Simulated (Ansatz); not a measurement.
Consider the redistribution: `C[O][AlH][GeH3]` + `B[NH][AlH2]` → `B[NH][AlH][O]C` + `[AlH2][GeH3]`.

Computed with Ansatz on PBE0-D4/def2-TZVP structures; ΔE is electronic, products minus reactants. CCSD(T)/CBS adds triple-zeta CCSD(T) − MP2 to the extrapolated MP2 energy (def2 sets, frozen cores). DFT in def2-TZVPP. For Ge outer-core shells are correlated without core-valence functions, which leaves a few kJ/mol of doubt a bond. Scalar relativity is left out up to krypton. Each species was taken in one conformer, which may not be the lowest.

(1) Is it downhill or uphill in electronic energy at CCSD(T)/CBS, and by how much? (An estimate is asked.)

(2) What do these levels give: PBE0-D4, ωB97X-V, ωB97M-V, PBE, r2SCAN, PBE0, MP2/def2-TZVPP, SCS-MP2/def2-TZVPP, CCSD(T)/def2-TZVPP, MP2/def2-QZVPP, SCS-MP2/def2-QZVPP, MP2/CBS(def2)? (Best estimate.)

Largest T1 diagnostic among the species: 0.013.

Results:

(1) The calculation gave: Uphill: ΔE = +13.1 kJ/mol.

(2) Ansatz gave: PBE0-D4 9.0, ωB97X-V 14.1, ωB97M-V 12.9, PBE 10.1, r2SCAN 8.2, PBE0 9.7, MP2/def2-TZVPP 15.8, SCS-MP2/def2-TZVPP 17.9, CCSD(T)/def2-TZVPP 14.0, MP2/def2-QZVPP 15.1, SCS-MP2/def2-QZVPP 17.2, MP2/CBS(def2) 14.8 kJ/mol.

In def2-TZVPP, CCSD(T) changes the Hartree–Fock value by −12.3 kJ/mol (the triples alone add −1.5 kJ/mol) and MP2 by −10.5 kJ/mol.
